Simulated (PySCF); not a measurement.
Species: C7H15P.
Atom-mapped SMILES: `[CH2:1]=[P:2]1([CH2:3][CH3:4])[CH2:5][CH2:6][CH2:7][CH2:8]1` (hydrogens: H9, H10 on C1; H11, H12 on C3; H13, H14, H15 on C4; H16, H17 on C5; H18, H19 on C6; H20, H21 on C7; H22, H23 on C8)

The closed-shell ground state was solved at several levels (PySCF, density fitting, gas phase, non-relativistic). Geometry: PBE0-D3(BJ)/def2-SVP, one conformer, isolated molecule.

```json
{"level": "CAM-B3LYP/def2-SVPD", "basis functions": "284", "HOMO (eV)": "-6.04", "LUMO (eV)": "1.13", "gap (eV)": "7.17", "dipole (D)": "3.27"}
{"level": "KT2/pcSseg-1", "basis functions": "218", "HOMO (eV)": "-3.76", "LUMO (eV)": "0.03", "gap (eV)": "3.79", "dipole (D)": "2.79"}
```

(1) What might PBE0/pcSseg-1 (218 basis functions) give for the same quantities?

(2) Over all these levels, which gives the widest orbital gap and which the narrowest?

(3) How far do the dipole and the HOMO energy spread over the levels?

Results:

(1) HOMO -4.75 eV, LUMO 0.96 eV, gap 5.71 eV, dipole 3.04 D.

(2) CAM-B3LYP/def2-SVPD (range-separated hybrid) has the widest, 7.17 eV, and KT2/pcSseg-1 (GGA) the narrowest, 3.79 eV. Functional and basis both differ between the two, so the spread mixes both effects.

(3) The dipole runs from 2.79 to 3.27 D (mean 3.03 D) and the HOMO from -6.04 to -3.76 eV.
